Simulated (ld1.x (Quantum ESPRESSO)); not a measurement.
# silver: one change to a PAW potential, before and after

- Element: silver (Ag)
- Generator: ld1.x (Quantum ESPRESSO) 7.5
- Type: PAW
- Functional: PBEsol
- Relativity: scalar-relativistic
- Frozen core: [Kr]
- Valence charge: 11
- Reference configuration: 4d10 5s0 5p0 (charge +1)
- Partial waves: 5s (bound, empty): rcut 2.35, rcutus 2.85 bohr; 5s channel at 0.1 Ry: rcut 2.35, rcutus 2.85 bohr; 5p (bound, empty): rcut 2.05, rcutus 2.25 bohr; 5p channel at 0.3 Ry: rcut 2.05, rcutus 2.25 bohr; 4d (bound): rcut 1.60, rcutus 1.95 bohr; 4d channel at 0.85 Ry: rcut 1.60, rcutus 1.95 bohr
- Local potential: all-electron potential smoothed inside 1.80 bohr (lloc = -1)
- Core correction: Bessel-smoothed model core inside 1.30 bohr
- Augmentation charge: PSQ, inside the norm-conserving radii

Change: waves 5p (bound): rcut 2.05, rcutus 2.38 bohr; 5p channel at 0.3 Ry: rcut 2.05, rcutus 2.38 bohr.

Cutoffs: the cutoffs (Ry, on a coarse ladder) from which the occupation-weighted sum of valence levels, in a spherical-Bessel basis at the reference potential, stays within 10 and 1 mRy of its value at 400 Ry; they do not see the model core or the augmentation charge, which bear on the density cutoff. Errors are all-electron minus pseudo energies relative to the spin-unpolarised reference configuration.

Question: What does the change do?

Answer: The potential gets neither clearly harder nor softer (30 Ry and 50 Ry → 30 Ry and 50 Ry); the bound ghosts move from p, s to s; the errors of the 7 common tests hardly move.

```csv
quantity,base,changed
"cutoff, loose",30 Ry,30 Ry
"cutoff, tight",50 Ry,50 Ry
bound ghosts,"p, s",s
"error for 4d10 5s1 5p0, meV [ΔE -7.75 eV]",-5.1,-5.1
"error for 4d9 5s0 5p0, meV [ΔE 22.11 eV]",-63,-63
"error for 4d8 5s0 5p0, meV [ΔE 58.30 eV]",-369,-369
"error for 4d9 5s1 5p0, meV [ΔE 5.42 eV]",-62,-62
"error for 4d10 5s0 5p1, meV [ΔE -3.82 eV]",+0.3,+0.3
"error for 4d9 5s1 5p1, meV [ΔE 0.86 eV]",-67,-65
"error for 4d10 5s0.5 5p0, meV [ΔE -4.73 eV]",-0.5,-0.5
s: phases at 3.10 bohr within 0.05 rad from the reference energy up to (Ry; the scan ends near 5),to the end of the scan,to the end of the scan
p: phases at 3.10 bohr within 0.05 rad from the reference energy up to (Ry; the scan ends near 5),3.3,3.0
d: phases at 3.10 bohr within 0.05 rad from the reference energy up to (Ry; the scan ends near 5),4.7,4.7
lowest overlap eigenvalue by channel,"s 0.24, p 0.67, d 0.21","s 0.24, p 0.59, d 0.21"
```

 A true bound ghost makes a file unfit for plane-wave use even where its test errors are small: the radial tests pick states by their node count and pass the ghost by.
